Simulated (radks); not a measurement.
Results of a calculation; reference values are marked as such.
Spherical quantum dot in the effective-mass picture: electrons in a well V = -V0 / (1 + exp((r - R)/a)) with V0 = 3.56, R = 6.48, a = 0.65, all in effective atomic units (hartree* = m*/eps^2 hartree, bohr* = eps/m* bohr), one dielectric constant everywhere. Level of theory: non-relativistic Kohn-Sham, LDA (Slater exchange, Perdew-Wang correlation), spin-polarised, spherical densities (a radial shooting solver with Libxc functionals). Levels are named by radial order and angular momentum (1s, 1p, 1d, 2s, ...), and open shells are averaged over m. Results are scaled to m* = 0.052 and eps = 8.3, for which hartree* = 20.54 meV and bohr* = 8.446 nm.

N = 7, configuration 1s2 1p(up 3, down 2). This is the lowest configuration that the search found. Occupied and some empty levels:

| level | occupation | eigenvalue (meV) | <r> (nm) |
|---|---|---|---|
| 1s up | 1 | -39.378 | 30.95 |
| 1s down | 1 | -39.113 | 30.94 |
| 1p up | 3 | -37.455 | 33.60 |
| 1p down | 2 | -37.188 | 33.65 |
| 1d up | 0 | -34.512 | 35.76 |
| 1d down | 0 | -34.253 | 35.82 |
| 1f up | 0 | -30.762 | 37.59 |
| 2s up | 0 | -30.630 | 26.44 |
| 1f down | 0 | -30.515 | 37.66 |
| 2s down | 0 | -30.450 | 26.42 |

Energy (meV): total -373.567, kinetic 27.405, external -489.29, Hartree 116.98, exchange-correlation -28.663.

Electron density:

| r (nm) | n(r) (e/nm^3) |
|---|---|
| 3.06 | 6.277e-06 |
| 8.18 | 8.555e-06 |
| 13.3 | 0.00001283 |
| 18.4 | 0.00001852 |
| 23.5 | 0.00002401 |
| 28.6 | 0.00002640 |
| 33.8 | 0.00002305 |
| 38.9 | 0.00001467 |
| 44.0 | 6.154e-06 |
| 49.1 | 1.556e-06 |
| 54.2 | 2.276e-07 |
| 59.3 | 2.100e-08 |
| 64.4 | 1.437e-09 |
